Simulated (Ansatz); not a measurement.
CH4OSi, SMILES `OC=[SiH2]` (H–O–C–Si torsion 15°) (charge 0, multiplicity 1).

Calculation: Ansatz (a program for electronic structure) with LC-ωPBE/cc-pVTZ // B3LYP-D3(BJ)/def2-TZVP.

Ansatz 0.2 input:
```yaml
crystal:
  periodic: [false, false, false]
  atoms:
    - { symbol: O, position_ang: [-1.636156, -0.097169, -0.586805] }
    - { symbol: C, position_ang: [-0.390817, -0.551362, -0.284634] }
    - { symbol: Si, position_ang: [0.911448, 0.201497, 0.596838] }
    - { symbol: H, position_ang: [-1.690205, 0.855135, -0.44092] }
    - { symbol: H, position_ang: [-0.319487, -1.609595, -0.518198] }
    - { symbol: H, position_ang: [2.216389, -0.471095, 0.504811] }
    - { symbol: H, position_ang: [0.908829, 1.67259, 0.728907] }
basis:
  gaussian: { orbitals: cc-pVTZ }
hamiltonian:
  xc: lc_wpbe
```

Output:

```
Functional definition: LC-wPBE
846 factors; their error is unknown
282 factors; integrals over basis functions are off by at most 3.0e-5 eV
mean field evaluation 1: about -11017.4601 eV, gradient 4.4e1 eV
mean field evaluation 2: about -11016.3582 eV, gradient 5.2e1 eV
mean field evaluation 4: about -11021.4838 eV, gradient 2.3e0 eV
mean field evaluation 8: about -11021.5000 eV, gradient 6.7e-2 eV
mean field evaluation 16: about -11021.4671 eV, gradient 3.5e-5 eV
mean field -11021.46706992 eV, -405.0314442009 hartree, gradient 3.4e-5 eV, S^2 0.000000; 0 other end points of the search recorded, 0 dependent functions left out
reference -11021.46706993 eV, -405.0314442011 hartree; 16, 16 occupied and 134, 134 virtual orbitals, 846 factors
Total energy: -11021.46706993 eV, -405.0314442011 hartree
```
